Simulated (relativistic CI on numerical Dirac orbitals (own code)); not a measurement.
Spin-allowed bands of a d3 ion in an octahedral site, by hand

Problem. A d3 ion in an octahedral site has a 4A2 ground term and spin-allowed bands at ν1 = 13400 and ν2 = 20954 cm⁻¹ (from a computed ligand-field model). Find Δ and the Racah parameter B, and predict the third band.

Working.
1. The F term splits into A2 (−1.2Δ), T2 (−0.2Δ) and T1 (+0.6Δ), so ν1 = E(T2) − E(A2) = Δ = 13400 cm⁻¹.
2. T1(F) mixes with T1(P), which lies at 15B, through an element 0.4Δ. The two roots, counted from A2, are ν2,3 = ½(15B + 3Δ) ∓ ½√[(15B − Δ)² + 12BΔ].
3. Solving the lower root for B gives B = (2ν1² + ν2² − 3ν1ν2)/(15ν2 − 27ν1) = -44160684/-47490 = 930 cm⁻¹.
4. The sum of the roots is 15B + 3Δ, so ν3 = 15B + 3ν1 − ν2 = 33194 cm⁻¹ (301 nm).

Check. The bands were computed by exact diagonalisation of the d3 shell with B = 930 and Δ = 13400 cm⁻¹, which gives ν3 = 33196 cm⁻¹. C does not enter the terms of highest spin.
